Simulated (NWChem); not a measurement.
# Correlation energy of sulfuric acid (H$_{2}$O$_{4}$S)

```xyz
7

O     -0.3014     1.2374     0.8705
S      0.0000     0.0000    -0.1716
O      1.2712     0.2525    -0.8416
O     -1.2712    -0.2525    -0.8416
O      0.3014    -1.2374     0.8705
H      0.5721     1.5953     1.1416
H     -0.5721    -1.5953     1.1416
```
Charge 0, spin multiplicity 1.

The numbers come from NWChem runs, not from measurements. All single points use one geometry, from PBE/def2-SVP, a minimum by its harmonic frequencies. It is one conformer; others weren't searched.

Basis set: def2-SVP. Each correlation energy counts from its own Hartree-Fock reference.

The correlated methods keep 9 core orbitals frozen. No row is a measurement; the coupled-cluster row has its own basis-set and correlation limits.

```
method        correlation energy (mHa)
------------  ------------------------
CR-CCSD(T)                         ___
CCSD(T)                         -931.5
SCS-MP2                         -862.3
CCSD                            -904.4
CCSD+T(CCSD)                    -934.2
MP2                                ___
CR-CCSD[T]                      -925.5
```

Problem. What belongs in the gaps?

Solution. 
- CR-CCSD(T), correlation energy (mHa): -923.6
- MP2, correlation energy (mHa): -898.0
